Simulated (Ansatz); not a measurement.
AlCu₆⁻ (the lowest singlet isomer of a short search), 7 atoms. Hardware: 4 threads of Intel Xeon Platinum 8259CL on a shared host.

Correlated methods freeze 59 core orbitals.

(1) How many basis functions does each of these Ansatz runs have, and roughly what does it cost? PBE0-D4/def2-TZVPD, charge -1 singlet, energy, from earlier orbitals; r2SCANh-D4/def2-TZVPD, charge -1 singlet, energy, from earlier orbitals; PBE-D4/def2-TZVPD, charge -1 singlet, energy and forces, from earlier orbitals; PBE-D4/def2-SVPD, charge -1 singlet, relaxation, 10 steps; B2PLYP/def2-TZVPD, charge -1 singlet, energy, from earlier orbitals; r2SCAN-D4/def2-TZVPD, charge -1 singlet, energy, from earlier orbitals; LDA (SPW92)/def2-TZVPD, charge -1 singlet, energy, from earlier orbitals; RPA@PBE/def2-SVPD, charge -1 singlet, energy, from earlier orbitals; MP2/def2-SVPD, charge -1 singlet, energy, from earlier orbitals.

## Answers

(1) Other jobs shared the machine, so times can vary by a factor of up to 3.

| run | functions | fitting or Cholesky vectors | wall time | peak host memory (GiB) |
| --- | --- | --- | --- | --- |
| LDA (SPW92)/def2-TZVPD, charge -1 singlet, energy, from earlier orbitals | 331 | 3078 | 8 s | 1.1 |
| PBE-D4/def2-TZVPD, charge -1 singlet, energy and forces, from earlier orbitals | 331 | 3078 | 15 s | 1.1 |
| RPA@PBE/def2-SVPD, charge -1 singlet, energy, from earlier orbitals | 228 | 2390 | 18 s | 0.88 |
| MP2/def2-SVPD, charge -1 singlet, energy, from earlier orbitals | 228 | 2390 | 21 s | 1.3 |
| r2SCAN-D4/def2-TZVPD, charge -1 singlet, energy, from earlier orbitals | 331 | 3078 | 31 s | 1.2 |
| PBE0-D4/def2-TZVPD, charge -1 singlet, energy, from earlier orbitals | 331 | 3136 | 42 s | 2.2 |
| r2SCANh-D4/def2-TZVPD, charge -1 singlet, energy, from earlier orbitals | 331 | 3136 | 49 s | 2.3 |
| B2PLYP/def2-TZVPD, charge -1 singlet, energy, from earlier orbitals | 331 | 3136 | 57 s | 2.4 |
| PBE-D4/def2-SVPD, charge -1 singlet, relaxation, 10 steps | 228 | 2629 | 80 s | 0.59 |
